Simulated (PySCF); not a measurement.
H4S4Si, SMILES S[Si](S)(S)S.

The structure is a stationary point at r2SCAN-D4/def2-SVP. One conformer was computed; it need not be the lowest.

All values below come from r2SCAN-D4/def2-SVP run with PySCF.

Frequencies are harmonic and unscaled.

Modes within 1.5 cm⁻¹ of each other (mostly degenerate sets) share a row, with their intensities summed.

```
mode   ν (cm⁻¹)  IR (km/mol)  moving atoms (share of kinetic energy)
-----  --------  -----------  --------------------------------------
1            90          0.0                          S 73 %, H 27 %
2           129          4.2                           S 91 %, H 9 %
3–4         174         12.8                         S 77 %, Si 16 %
5           186          0.8                 S 68 %, Si 19 %, H 13 %
6           228          0.0                          H 73 %, S 27 %
7–8         242         30.3                                  H 95 %
9           270         74.4                          H 87 %, S 13 %
10          373          0.0                                  S 97 %
11          537         91.3                         Si 63 %, S 37 %
12–13       546        192.6                 Si 52 %, S 33 %, H 16 %
14          692          0.0                                  H 96 %
15          748          0.6                                  H 92 %
16–17       763         68.6                         H 78 %, Si 15 %
18–20      2677          2.3                                  H 97 %
21         2679          0.3                                  H 97 %
```
